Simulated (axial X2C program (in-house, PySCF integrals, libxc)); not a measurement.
**OSbO: properties at the nuclei**

Calculated with an in-house all-electron X2C program for linear molecules (integrals from PySCF): two-component X2C with atomic mean-field Coulomb and Gaunt terms, Gaussian nuclei, basis O dyall-av3z, Sb dyall-v3z with contracted cores.

O–Sb–O held linear, with bonds 1.851 and 1.851 Å (near the PBE0 minimum at charge 0 of the determinant lowest at the starting distance; the state shown can have its own minimum elsewhere, held linear; other orders of the atoms were not compared).

Determinant lowest in the PBE0 search, Ω = 1/2 (⟨Sz⟩ = 0.50, ⟨Lz⟩ = 0.00 at PBE0), spin on the atoms O 0.18, Sb 0.14, O 0.18:

| level | A∥/gI O (MHz) | qzz O (a.u.) | A∥/gI Sb (MHz) | qzz Sb (a.u.) |
| --- | --- | --- | --- | --- |
| PBE0 | 205 | 0.71 | 2510 | -6.47 |
| HF | 169 | 0.41 | -1900 | -5.32 |
| BHandHLYP | 210 | 0.80 | 2340 | -7.58 |

Determinant 1.76 eV from it at PBE0 and this distance, Ω = 3/2 (⟨Sz⟩ = 0.50, ⟨Lz⟩ = 1.00 at PBE0), spin on the atoms O 0.00, Sb 0.50, O 0.00:

```json
{"level": "PBE0", "A∥/gI O (MHz)": "55.1", "qzz O (a.u.)": "2.72", "A∥/gI Sb (MHz)": "714", "qzz Sb (a.u.)": "-2.73"}
{"level": "BHandHLYP", "A∥/gI O (MHz)": "55.1", "qzz O (a.u.)": "2.96", "A∥/gI Sb (MHz)": "881", "qzz Sb (a.u.)": "-4.24"}
```

A∥ (defined per Ω) follows by multiplying with gI = μI/(I μN); qzz is the electric field gradient, eQq0 = 234.96 MHz × Q/barn × qzz. The operators were transformed with the bare-nucleus X2C matrices; with these basis sets, hyperfine constants and field gradients can be off by tens of per cent, and where levels differ in sign neither size nor sign is settled.

(1) With gI(17O) = -0.7575, Q(17O) = -0.02558 barn, Q(121Sb) = -0.543 barn (g factors from the IAEA table of nuclear moments by Stone; Q from Pyykkö, Mol. Phys. 2018), turn the PBE0 values of the first state into constants in MHz.

The molecule was held linear; bending was not examined, so a bent shape may lie lower.

Each state is one determinant with collinear spin. Unrestricted Hartree–Fock can overshoot spin polarisation at the nuclei. Left out as unconverged or as another state under the same occupation: HF in at least one table. The search compared states at one distance, so a state with another bond length can lie lower. PBE0 term energies can be off by some tenths of an eV.

Answers

(1) A∥(17O) = 205 × -0.7575 = -155 MHz; eQq0(17O) = 234.96 × (-0.02558) × (0.71) = -4.27 MHz; eQq0(121Sb) = 234.96 × (-0.543) × (-6.47) = 825 MHz.
